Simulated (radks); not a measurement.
The numbers below are computed, except where a source is named.
Valence configurations of Ca I (all share [Ar]). Level of theory: scalar-relativistic Kohn-Sham, r2SCAN, spin-polarised, spherical densities, finite nucleus; open shells are filled with parallel spins first; meta-GGA in the generalised Kohn-Sham scheme; Fermi nuclear charge, rms radius 3.4776 fm (a radial shooting solver on a logarithmic mesh with Libxc functionals). Energies are relative to 4s2; eigenvalues in eV for spin up.

valence          E (eV)  moment (Bohr magnetons)   e(3d)   e(4p)   e(4s)
4s2               0.000                        0       -       -  -3.832
4s1 4p1           1.641                        2       -  -2.251  -4.932
3d0.5 4s1 4p0.5   1.598                        2  -1.553  -1.801  -4.300
3d1 4p1           4.121                        2  -1.513  -1.915       -
3d0.5 4p1.5       4.035                        2  -2.384  -2.262       -
4p2               4.287                        2       -  -2.717       -
3d1 4s1           1.832                        2  -0.817       -  -3.850
3d0.5 4s1.5       1.044                        1  -1.080       -  -3.836
3d2               4.689                        2  -0.789       -       -
3d1.5 4p0.5       4.374                        2  -1.023  -1.598       -

NIST lists [Ar] 4s2 as the ground configuration; this level of theory agrees among the configurations tried. The energies are those of spherical high-spin densities, not of single terms.
